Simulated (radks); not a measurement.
The nuclear charge of the iron ion Fe2+ is varied continuously with 24 electrons held in [Ar] 3d6. Method: scalar-relativistic Kohn-Sham, BLYP, spin-polarised, spherical densities, finite nucleus; open shells are filled with parallel spins first; Fermi nuclear charge, rms radius 3.7377 fm; computed with a radial shooting solver on a logarithmic mesh with Libxc functionals. By the Hellmann-Feynman theorem dE/dZ = E(electron-nucleus)/Z, the electronic potential at the nucleus (averaged over a nucleus of fixed radius). The scalar-relativistic energy here is not variational (the density holds large components alone), so the two differ by a part that grows with Z.

Z = 25: E (hartree) -1158.46307; E(electron-nucleus)/Z (hartree) -110.499; HOMO 3d; e(HOMO) (eV) -8.708; <r> HOMO (bohr) 1.421
Z = 25.25: E (hartree) -1186.29301; E(electron-nucleus)/Z (hartree) -111.969; HOMO 3d; e(HOMO) (eV) -11.897; <r> HOMO (bohr) 1.322
Z = 25.5: E (hartree) -1214.49069; E(electron-nucleus)/Z (hartree) -113.435; HOMO 3d; e(HOMO) (eV) -15.413; <r> HOMO (bohr) 1.244
Z = 25.75: E (hartree) -1243.05534; E(electron-nucleus)/Z (hartree) -114.898; HOMO 3d; e(HOMO) (eV) -19.236; <r> HOMO (bohr) 1.180
Z = 26: E (hartree) -1271.98634; E(electron-nucleus)/Z (hartree) -116.359; HOMO 3d; e(HOMO) (eV) -23.349; <r> HOMO (bohr) 1.125
Z = 26.25: E (hartree) -1301.28321; E(electron-nucleus)/Z (hartree) -117.819; HOMO 3d; e(HOMO) (eV) -27.737; <r> HOMO (bohr) 1.078
Z = 26.5: E (hartree) -1330.94559; E(electron-nucleus)/Z (hartree) -119.277; HOMO 3d; e(HOMO) (eV) -32.391; <r> HOMO (bohr) 1.036
Z = 26.75: E (hartree) -1360.97321; E(electron-nucleus)/Z (hartree) -120.734; HOMO 3d; e(HOMO) (eV) -37.299; <r> HOMO (bohr) 0.9983
Z = 27: E (hartree) -1391.36587; E(electron-nucleus)/Z (hartree) -122.190; HOMO 3d; e(HOMO) (eV) -42.456; <r> HOMO (bohr) 0.9646

The central difference of E at Z = 26 is -116.456 hartree, to compare with the third column; the second derivative is -5.85 hartree.
